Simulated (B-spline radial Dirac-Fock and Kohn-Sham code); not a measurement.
**X-ray form factors of zirconium in several charge states**

These are calculated numbers from a radial atomic solver; the model is relativistic Hartree-Fock (Dirac-Fock) wave functions, averaged over the configuration.

Configurations: Zr¹⁴⁺ [Ar] 3d8; Zr¹⁵⁺ [Ar] 3d7; Zr¹⁷⁺ [Ar] 3d5; Zr²⁰⁺ [Ar] 3d2; Zr²¹⁺ [Ar] 3d1. The first column is f₀ of Zr¹⁴⁺, the others are differences from it.

```tsv
s (Å⁻¹)	Zr¹⁴⁺	Δ Zr¹⁵⁺	Δ Zr¹⁷⁺	Δ Zr²⁰⁺	Δ Zr²¹⁺
0	26.000	-1.000	-3.000	-6.000	-7.000
0.1	25.728	-0.977	-2.935	-5.883	-6.868
0.2	24.937	-0.910	-2.750	-5.547	-6.487
0.3	23.697	-0.810	-2.466	-5.029	-5.900
0.4	22.112	-0.687	-2.118	-4.385	-5.169
0.5	20.305	-0.555	-1.741	-3.679	-4.362
0.7	16.504	-0.313	-1.027	-2.303	-2.778
0.9	13.071	-0.140	-0.497	-1.223	-1.515
1.1	10.394	-0.043	-0.181	-0.530	-0.687
1.4	7.815	+0.009	+0.010	-0.050	-0.091
```
